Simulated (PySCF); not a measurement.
CH3AlClI (SMILES [CH3][Al]([Cl])[I]), singlet, at a GFN2-xTB geometry (such geometries of metal compounds can be far from the true shape) (all electrons, no relativity), with bond 5-4 at 1.4 times its length; CASSCF(6,5)/STO-3G run with PySCF.

Here is a job for PySCF.
```python
from pyscf import gto, scf, mcscf
import numpy

mol = gto.M(
    atom='''
Al    0.210293    0.641468   -0.987262
Cl    2.163215    0.524684   -1.503916
I    -0.533644   -0.620849    1.074665
C    -1.154652    1.668176   -1.990635
H    -2.479045    1.761468   -1.229541
H    -1.374295    1.213205   -2.961909
H    -0.822461    2.689217   -2.203578
''',
    basis='sto-3g',
    charge=0,
    spin=0,
    verbose=4,
)

mf = scf.RHF(mol)
mf.kernel()
mc = mcscf.CASSCF(mf, 5, 6)
mc.fix_spin_(ss=0.0)
mc.kernel()
occ = numpy.linalg.eigvalsh(mc.fcisolver.make_rdm1(mc.ci, mc.ncas, mc.nelecas))[::-1]
ss = mc.fcisolver.spin_square(mc.ci, mc.ncas, mc.nelecas)[0]
print('natural occupations', occ.round(4), ' <S^2>', round(ss, 4))
```

The log (banner, timings and long lists left out):

```
PySCF version 2.14.0

[INPUT] verbose = 4
[INPUT] num. atoms = 7
[INPUT] num. electrons = 92
[INPUT] charge = 0
[INPUT] spin (= nelec alpha-beta = 2S) = 0
[INPUT] symmetry False subgroup None
[INPUT] Mole.unit = angstrom
[INPUT] Symbol           X                Y                Z      unit          X                Y                Z       unit  Magmom
[...]
nuclear repulsion = 446.011049714949
number of shells = 27
number of NR pGTOs = 159
number of NR cGTOs = 53
basis = sto-3g
ecp = {}

******** <class 'pyscf.scf.hf.RHF'> ********
method = RHF
initial guess = minao
damping factor = 0
level_shift factor = 0
DIIS = <class 'pyscf.scf.diis.CDIIS'>
diis_start_cycle = 1
diis_space = 8
diis_damp = 0
SCF conv_tol = 1e-09
SCF conv_tol_grad = None
SCF max_cycles = 50
direct_scf = True
direct_scf_tol = 1e-13
Set gradient conv threshold to 3.16228e-05
Initial guess from minao.
init E= -7560.80844258852
[...]
cycle= 1 E= -7583.4514774025  delta_E= -22.6  |g|= 0.334  |ddm|= 2.92
[...]
cycle= 2 E= -7583.52991042183  delta_E= -0.0784  |g|= 0.0898  |ddm|= 1.02
[...]
cycle= 3 E= -7583.53451350084  delta_E= -0.0046  |g|= 0.0264  |ddm|= 0.189
[...]
cycle= 4 E= -7583.53515151898  delta_E= -0.000638  |g|= 0.00806  |ddm|= 0.0922
[...]
cycle= 5 E= -7583.53519356518  delta_E= -4.2e-05  |g|= 0.00171  |ddm|= 0.021
[...]
cycle= 6 E= -7583.53519615155  delta_E= -2.59e-06  |g|= 0.000308  |ddm|= 0.00583
[...]
cycle= 7 E= -7583.53519623939  delta_E= -8.78e-08  |g|= 3.99e-05  |ddm|= 0.00113
[...]
cycle= 8 E= -7583.53519624086  delta_E= -1.47e-09  |g|= 7.49e-06  |ddm|= 0.000134
[...]
cycle= 9 E= -7583.53519624087  delta_E= -6.37e-12  |g|= 1.24e-06  |ddm|= 2.56e-05
[...]
Extra cycle  E= -7583.53519624088  delta_E= -1.46e-11  |g|= 4.7e-07  |ddm|= 2.93e-06
converged SCF energy = -7583.53519624088

******** <class 'pyscf.mcscf.mc1step.CASSCF'> ********
CAS (3e+3e, 5o), ncore = 43, nvir = 5
max_cycle_macro = 50
max_cycle_micro = 4
conv_tol = 1e-07
conv_tol_grad = None
orbital rotation max_stepsize = 0.02
orbital rotation threshold for CI restart = 0.01
augmented hessian ah_max_cycle = 30
augmented hessian ah_conv_tol = 1e-12
augmented hessian ah_linear dependence = 1e-14
augmented hessian ah_level shift = 1e-08
augmented hessian ah_start_tol = 2.5
augmented hessian ah_start_cycle = 3
augmented hessian ah_grad_trust_region = 3
kf_trust_region = 3
kf_interval = 4
ci_response_space = 4
ci_grad_trust_region = 3
with_dep4 0
natorb = False
canonicalization = True
sorting_mo_energy = False
ao2mo_level = 2
internal_rotation = False
******** <class 'pyscf.fci.addons.SpinPenaltyFCISolver'> ********
max. cycles = 50
conv_tol = 1e-08
davidson only = True
linear dependence = 1e-12
level shift = 0.001
max iter space = 12
nroots = 1
pspace_size = 400
spin = None
CASCI E = -7583.53880702196  S^2 = 0.0000000
Set conv_tol_grad to 0.000316228
macro iter   1 ( 21 JK    4 micro), CASSCF E = -7583.54321696552  dE = -4.40994355e-03  S^2 = 0.0000000
               |grad[o]|=0.00836  |grad[c]|=0.0209  |ddm|=0.0168  |maxRot[o]|=0.296
macro iter   2 ( 17 JK    4 micro), CASSCF E = -7583.54496593556  dE = -1.74897005e-03  S^2 = 0.0000000
               |grad[o]|=0.0103  |grad[c]|=0.0165  |ddm|=0.0104  |maxRot[o]|=0.113
macro iter   3 ( 21 JK    4 micro), CASSCF E = -7583.54547950805  dE = -5.13572488e-04  S^2 = 0.0000000
               |grad[o]|=0.00605  |grad[c]|=0.0077  |ddm|=0.00699  |maxRot[o]|=0.232
macro iter   4 ( 12 JK    3 micro), CASSCF E = -7583.54567944414  dE = -1.99936091e-04  S^2 = 0.0000000
               |grad[o]|=0.00353  |grad[c]|=0.00648  |ddm|=0.0137  |maxRot[o]|=0.0994
macro iter   5 ( 21 JK    4 micro), CASSCF E = -7583.54586932049  dE = -1.89876345e-04  S^2 = 0.0000000
               |grad[o]|=0.00327  |grad[c]|=0.00897  |ddm|=0.018  |maxRot[o]|=0.196
macro iter   6 ( 21 JK    4 micro), CASSCF E = -7583.54574797050  dE =  1.21349981e-04  S^2 = 0.0000000
               |grad[o]|=0.00467  |grad[c]|=0.00449  |ddm|=0.00443  |maxRot[o]|=0.172
[...]
macro iter  32 ( 21 JK    4 micro), CASSCF E = -7583.55228997755  dE = -3.10915490e-03  S^2 = 0.0000000
               |grad[o]|=0.00644  |grad[c]|=0.0112  |ddm|=0.0128  |maxRot[o]|=0.234
macro iter  33 ( 21 JK    4 micro), CASSCF E = -7583.55598487130  dE = -3.69489375e-03  S^2 = 0.0000000
               |grad[o]|= 0.01  |grad[c]|=0.0105  |ddm|=0.00936  |maxRot[o]|=0.256
macro iter  34 ( 17 JK    4 micro), CASSCF E = -7583.55695333375  dE = -9.68462447e-04  S^2 = 0.0000000
               |grad[o]|=0.00742  |grad[c]|=0.0096  |ddm|=0.00372  |maxRot[o]|=0.112
macro iter  35 ( 12 JK    3 micro), CASSCF E = -7583.55724368187  dE = -2.90348125e-04  S^2 = 0.0000000
               |grad[o]|=0.00428  |grad[c]|=0.0093  |ddm|=0.00405  |maxRot[o]|=0.136
macro iter  36 (  7 JK    2 micro), CASSCF E = -7583.55737466564  dE = -1.30983763e-04  S^2 = 0.0000000
               |grad[o]|=0.0031  |grad[c]|=0.00325  |ddm|=0.00143  |maxRot[o]|=0.0686
macro iter  37 (  7 JK    2 micro), CASSCF E = -7583.55748379359  dE = -1.09127956e-04  S^2 = 0.0000000
               |grad[o]|=0.00257  |grad[c]|=0.00418  |ddm|=0.00118  |maxRot[o]|=0.0692
macro iter  38 (  7 JK    2 micro), CASSCF E = -7583.55757188376  dE = -8.80901634e-05  S^2 = 0.0000000
               |grad[o]|=0.00212  |grad[c]|=0.00326  |ddm|=0.000941  |maxRot[o]|=0.0695
macro iter  39 (  7 JK    2 micro), CASSCF E = -7583.55764277156  dE = -7.08878015e-05  S^2 = 0.0000000
               |grad[o]|=0.00177  |grad[c]|=0.00274  |ddm|=0.000737  |maxRot[o]|=0.0697
macro iter  40 (  7 JK    2 micro), CASSCF E = -7583.55769842090  dE = -5.56493405e-05  S^2 = 0.0000000
               |grad[o]|=0.00148  |grad[c]|=0.0024  |ddm|=0.000557  |maxRot[o]|=0.0698
macro iter  41 (  7 JK    2 micro), CASSCF E = -7583.55774090420  dE = -4.24833024e-05  S^2 = 0.0000000
               |grad[o]|=0.00126  |grad[c]|=0.00218  |ddm|=0.000444  |maxRot[o]|=0.0698
macro iter  42 (  7 JK    2 micro), CASSCF E = -7583.55777265570  dE = -3.17514987e-05  S^2 = 0.0000000
               |grad[o]|=0.00107  |grad[c]|=0.00214  |ddm|=0.000374  |maxRot[o]|=0.0699
macro iter  43 (  7 JK    2 micro), CASSCF E = -7583.55779560525  dE = -2.29495517e-05  S^2 = 0.0000000
               |grad[o]|=0.000923  |grad[c]|=0.00217  |ddm|=0.000339  |maxRot[o]|=0.0699
macro iter  44 (  7 JK    2 micro), CASSCF E = -7583.55781152363  dE = -1.59183755e-05  S^2 = 0.0000000
               |grad[o]|=0.000799  |grad[c]|=0.00226  |ddm|=0.000318  |maxRot[o]|=0.0699
macro iter  45 (  7 JK    2 micro), CASSCF E = -7583.55782183862  dE = -1.03149923e-05  S^2 = 0.0000000
               |grad[o]|=0.000688  |grad[c]|=0.00235  |ddm|=0.000313  |maxRot[o]|=0.0699
macro iter  46 (  7 JK    2 micro), CASSCF E = -7583.55782770934  dE = -5.87071918e-06  S^2 = 0.0000000
               |grad[o]|=0.000572  |grad[c]|=0.00234  |ddm|=0.000344  |maxRot[o]|=0.0699
macro iter  47 ( 10 JK    3 micro), CASSCF E = -7583.55782841725  dE = -7.07916115e-07  S^2 = 0.0000000
               |grad[o]|=0.000431  |grad[c]|=0.00239  |ddm|=0.00135  |maxRot[o]|=0.109
macro iter  48 (  9 JK    3 micro), CASSCF E = -7583.55782393515  dE =  4.48210631e-06  S^2 = 0.0000000
               |grad[o]|=0.000516  |grad[c]|=0.000828  |ddm|=0.000273  |maxRot[o]|=0.0567
macro iter  49 (  7 JK    2 micro), CASSCF E = -7583.55782704483  dE = -3.10967880e-06  S^2 = 0.0000000
               |grad[o]|=0.000392  |grad[c]|=0.000282  |ddm|=4.36e-05  |maxRot[o]|=0.021
macro iter  50 (  6 JK    2 micro), CASSCF E = -7583.55782935337  dE = -2.30854403e-06  S^2 = 0.0000000
               |grad[o]|=0.000208  |grad[c]|=0.000319  |ddm|=6.03e-05  |maxRot[o]|=0.0274
1-step CASSCF not converged,  50 macro (690 JK 154 micro) steps
CASSCF canonicalization
Density matrix diagonal elements [1.98365234 1.9990842  1.97550971 0.02487674 0.01687702]
CASSCF energy = -7583.55782935337
CASCI E = -7583.55782935337  E(CI) = -12.6322695894878  S^2 = 0.0000000
natural occupations [1.9998 1.9844 1.9749 0.0286 0.0124]  <S^2> 0.0
```

Convergence was not reached.
